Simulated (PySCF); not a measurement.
C4H6BFO, SMILES B(F)(CO)C#CC.

The structure is a stationary point at B3LYP-D3(BJ)/def2-SVP. This is a generated structure with no PubChem entry under its InChIKey; it may be hypothetical. One conformer was computed; it need not be the lowest.

Two levels are set side by side: TDA-PBE/def2-SVPD (PySCF) and TDA-ωB97X/def2-SVPD (PySCF). Vertical, same geometry. The lowest singlet is HOMO→LUMO 99 % with PBE and HOMO→LUMO 95 % with the other functional; states are paired by order. Differences are taken from unrounded values.

| quantity | TDA-ωB97X | TDA-PBE | TDA-PBE minus TDA-ωB97X |
|---|---|---|---|
| lowest singlet excitation (eV) | 4.90 | 4.31 | -0.58 |
| lowest triplet excitation (TDA) (eV) | 4.44 | 4.12 | -0.33 |
| first bright state (f over 0.05) (eV) | 5.87 | 5.54 | -0.33 |
| its oscillator strength | 0.08 | 0.10 | 0.01 |

Functionals without exact exchange tend to place singlet excitations lower, as here. Differences between two approximate levels are no errors against the true value.

Rough cost on one machine, each run with all the roots and properties that it gave: TDA-ωB97X against TDA-PBE about 4 times.
